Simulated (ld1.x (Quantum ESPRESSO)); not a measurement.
# He: one change to a PAW potential, before and after

ld1.x (Quantum ESPRESSO) 7.5 input, shortened:

```
&input
   title='He', zed=2., rel=1, dft='PZ', iswitch=3,
   config='[He] 2p-2'
 /
 &inputp
   pseudotype=3, lpaw=.true., tm=.true., lloc=-1, rcloc=0.45,
   nlcc=.false.,
   which_augfun='BG', rmatch_augfun=0.35
 /
3
1S  1  0   2.00   0.00  0.35  0.50  0.0
1S  1  0   0.00   3.90  0.35  0.50  0.0
2P  2  1  -2.00   0.05  0.40  0.50  0.0
 &test
   configts(1)='1s2'
 /
```

Change: waves 1s (bound): rcut 0.35, rcutus 0.42 bohr; 1s channel at 3.9 Ry: rcut 0.35, rcutus 0.42 bohr.

Cutoffs: the cutoffs (Ry, on a coarse ladder) from which the occupation-weighted sum of valence levels, in a spherical-Bessel basis at the reference potential, stays within 10 and 1 mRy of its value at 400 Ry; they do not see the model core or the augmentation charge, which bear on the density cutoff. Errors are all-electron minus pseudo energies relative to the spin-unpolarised reference configuration.

Question: How do hardness, ghosts and transferability respond?

Answer: The potential gets harder (120 Ry and 180 Ry → 160 Ry and 260 Ry); the errors of the 4 common tests hardly move; neither file shows a bound ghost. A smaller radius makes the pseudo-wave follow the all-electron one further in, where it bends more sharply, so more plane waves are needed.

```csv
quantity,base,changed
"cutoff, loose",120 Ry,160 Ry
"cutoff, tight",180 Ry,260 Ry
bound ghosts,none,none
"error for 1s1, meV [ΔE 26.49 eV]",-0.5,-0.6
"error for 1s1.5, meV [ΔE 10.37 eV]",-0.2,-0.3
"error for 1s1 (spin-polarised), meV [ΔE 24.28 eV]",-0.4,-0.5
"error for 1s1.5 (spin-polarised), meV [ΔE 10.02 eV]",-0.2,-0.3
s: phases at 0.55 bohr within 0.05 rad from the reference energy up to (Ry; the scan ends near 5),to the end of the scan,to the end of the scan
p: phases at 0.55 bohr within 0.05 rad from the reference energy up to (Ry; the scan ends near 5),to the end of the scan,to the end of the scan
lowest overlap eigenvalue by channel,"s 0.99, p 0.90","s 0.99, p 0.90"
```

Base: ld1.x warns that Blöchl-style (BG) augmentation functions are not a good idea. Changed file: ld1.x warns that Blöchl-style (BG) augmentation functions are not a good idea.
